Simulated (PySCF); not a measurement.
B3LYP has the VWN-RPA correlation part, as in Gaussian. Delta-SCF ions had no search for a lower state. Excitations are Tamm–Dancoff values on a coarser integration grid. The basis has no diffuse functions, so Rydberg states are missing or too high.

Cartesian coordinates (Å):
SMILES: N[Si](N)(N)S
```xyz
12

N      0.2087    -0.1604    -1.6626
Si     0.0777     0.1112     0.0170
N      1.5183    -0.5499     0.6682
N     -1.3263    -0.5512     0.7400
S     -0.0619     2.2310     0.4235
H     -0.3334     0.3518    -2.3372
H      0.5648    -1.0295    -2.0254
H      2.4158    -0.2901     0.2892
H      1.5769    -0.7547     1.6529
H     -1.6824    -0.1995     1.6133
H     -1.6079    -1.5027     0.5639
H     -1.3502     2.3440     0.0572
```
Charge 0, spin multiplicity 1.

**Question.** What T1 excitation (TDA), vertical ionisation energy (Delta-SCF), S1–T1 gap (TDA), dipole moment, S1 oscillator strength, total energy, brightest of the four lowest singlets (TDA) and S1 excitation (TDA) does B3LYP-D3(BJ)/def2-TZVP run with PySCF give?

**Answer.** 
The T1 excitation (TDA) comes out as 5.51 eV, the vertical ionisation energy (Delta-SCF) is 8.79 eV and the S1–T1 gap (TDA) is 0.42 eV. The dipole moment comes out as 2.13 D, the S1 oscillator strength comes out as 0.005 and the total energy comes out as -856.4500 Ha. The brightest of the four lowest singlets (TDA) is 6.58 eV. The S1 excitation (TDA) is 5.93 eV.
